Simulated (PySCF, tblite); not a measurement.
Isomers of C6H5O3 (doublet state). Computed with GFN2-xTB (tblite): harmonic, unscaled wavenumbers at the GFN2-xTB geometry, gas phase. Errors from tens to a few hundred cm⁻¹ against measured bands are possible. One conformer each. Open shells enter through the occupations alone, without spin polarisation, and single modes of such species can be off by tens of per cent.

Electronic energies: B3LYP/pcH-1 single points on the GFN2-xTB geometries (PySCF, gas phase).

```csv
SMILES,"electronic energy, lowest = 0 (kcal/mol)"
C#C/C(=[C]\OC=O)OC,86.8
COC(=O)C1=C[CH]C1=O,17.0
O=c1ccoc([CH]O)c1,1.9
[CH2]c1ccc(OC=O)o1,0.0
```

Question: How do GFN2-xTB zero-point energies change the relative energies?

Answer: 
```json
{"SMILES": "[CH2]c1ccc(OC=O)o1", "ZPE (kcal/mol)": "59.9", "of it from modes above 1550 cm⁻¹": "24.8", "electronic (kcal/mol)": "0.0", "with ZPE, lowest = 0 (kcal/mol)": "0.0", "lowest mode (cm⁻¹)": "44", "rings": "1"}
{"SMILES": "O=c1ccoc([CH]O)c1", "ZPE (kcal/mol)": "60.3", "of it from modes above 1550 cm⁻¹": "27.4", "electronic (kcal/mol)": "1.9", "with ZPE, lowest = 0 (kcal/mol)": "2.2", "lowest mode (cm⁻¹)": "114", "rings": "1"}
{"SMILES": "COC(=O)C1=C[CH]C1=O", "ZPE (kcal/mol)": "59.0", "of it from modes above 1550 cm⁻¹": "26.9", "electronic (kcal/mol)": "17.0", "with ZPE, lowest = 0 (kcal/mol)": "16.1", "lowest mode (cm⁻¹)": "51", "rings": "1"}
{"SMILES": "C#C/C(=[C]\\OC=O)OC", "ZPE (kcal/mol)": "57.5", "of it from modes above 1550 cm⁻¹": "29.7", "electronic (kcal/mol)": "86.8", "with ZPE, lowest = 0 (kcal/mol)": "84.3", "lowest mode (cm⁻¹)": "61", "rings": "0"}
```

The zero-point energies span 2.8 kcal/mol, from `C#C/C(=[C]\OC=O)OC` to `O=c1ccoc([CH]O)c1`. The order is unchanged.

Question: And how do the electronic energies of GFN2-xTB itself compare?

Answer: `[CH2]c1ccc(OC=O)o1` 0.0; `O=c1ccoc([CH]O)c1` 9.2; `COC(=O)C1=C[CH]C1=O` 38.2; `C#C/C(=[C]\OC=O)OC` 84.4 kcal/mol, lowest = 0. Against the energies above, taken from the same isomer `[CH2]c1ccc(OC=O)o1`, the largest difference is 21.2 kcal/mol.

Question: What do entropy and thermal enthalpy add at 298.15 K and 1 bar (rigid rotor, harmonic oscillator, one conformer each)?

Answer: 
```tsv
SMILES	point group	symmetry number	S (cal/(mol K))	H − H(0) (kcal/mol)	ZPE + H − H(0) − TS (kcal/mol)
[CH2]c1ccc(OC=O)o1	Cs	1	89.7	5.59	38.8
O=c1ccoc([CH]O)c1	Cs	1	88.2	5.52	39.5
COC(=O)C1=C[CH]C1=O	Cs	1	97.4	6.39	36.3
C#C/C(=[C]\OC=O)OC	C1	1	100.6	6.96	34.4
```

S holds R ln(2S + 1) for the spin.
